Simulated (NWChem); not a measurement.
System: C₄NiO₄; SMILES [O+]#[C-]->[Ni](<-[C-]#[O+])(<-[C-]#[O+])<-[C-]#[O+]

No frequency run checked for a minimum.

Give the equilibrium geometry at PBE0/def2-SVP (NWChem) as a list of bonds and angles, with the point group.

point group Td; any orientation.
Bonds (Å): Ni1–C3 1.813, Ni1–C5 1.813, Ni1–C7 1.813, Ni1–C9 1.813, O2–C3 1.138, O4–C5 1.138, O6–C7 1.138, O8–C9 1.138. Bond angles (°): C3–Ni1–C5 109.5, C3–Ni1–C7 109.5, C3–Ni1–C9 109.5, C5–Ni1–C7 109.5, C5–Ni1–C9 109.5, C7–Ni1–C9 109.5, Ni1–C3–O2 180.0, Ni1–C5–O4 180.0, Ni1–C7–O6 180.0, Ni1–C9–O8 180.0.
